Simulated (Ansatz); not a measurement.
Ansatz (a program for electronic structure) input (RI-MP2/aug-cc-pVQZ):
A basis named .json is the Basis Set Exchange file of that set.

Ansatz 0.2 input:
```yaml
crystal:
  periodic: [false, false, false]
  atoms:
    - {symbol: Br, position_ang: [1.48281228, 0.27214158, 0.11492239]}
    - {symbol: C, position_ang: [-0.40540875, -0.01641614, -0.03416932]}
    - {symbol: C, position_ang: [-1.40059263, 0.89345470, -0.16308932]}
    - {symbol: C, position_ang: [-2.59021478, 0.09244131, -0.22766688]}
    - {symbol: C, position_ang: [-2.30234565, -1.26131867, -0.13867731]}
    - {symbol: O, position_ang: [-0.85419155, -1.27752640, -0.01307350]}
    - {symbol: H, position_ang: [-1.27898829, 1.96488434, -0.20339725]}
    - {symbol: H, position_ang: [-3.59453812, 0.48140437, -0.33268135]}
basis:
  gaussian:
    orbitals: aug-cc-pVQZ
    fitting: {mean_field: def2-universal-jkfit, correlation: aug-cc-pVQZ-RIFIT.json}
total_charge: -1
magnetization: {spin_polarized: false}
correlation: {method: mp2, electrons: outside_noble_gas}
```

Output:

```
Functional definition: HF
integrals: 1.65 GiB planned
679 factors; integrals over basis functions are off by at most 3.6e0 eV
1.60 GiB of device memory are held for the factors and their scratch space
mean field: 3.33 GiB planned
mean field evaluation 1: about -76186.3845 eV, gradient 4.0e1 eV
mean field evaluation 2: about -76189.0031 eV, gradient 3.0e1 eV
mean field evaluation 4: about -76190.9769 eV, gradient 2.1e0 eV
mean field evaluation 8: about -76190.9952 eV, gradient 3.2e-4 eV
mean field -76190.99523553 eV, -2799.9674307943 hartree, gradient 1.7e-6 eV, S^2 0.000000; 0 other end points of the search recorded, 0 dependent functions left out
19 core orbitals not correlated
1262 factors; their error is unknown
reference -76190.99523553 eV, -2799.9674307943 hartree; 16, 16 occupied and 550, 550 virtual orbitals, 1262 factors
second order -30.54529925 eV of doubles, -0.00000000 eV of singles
Total energy: -76221.54053478 eV, -2801.0899498375 hartree
```

It need not be the lowest isomer of its formula. Whether it binds its extra electron was not tested at this geometry.
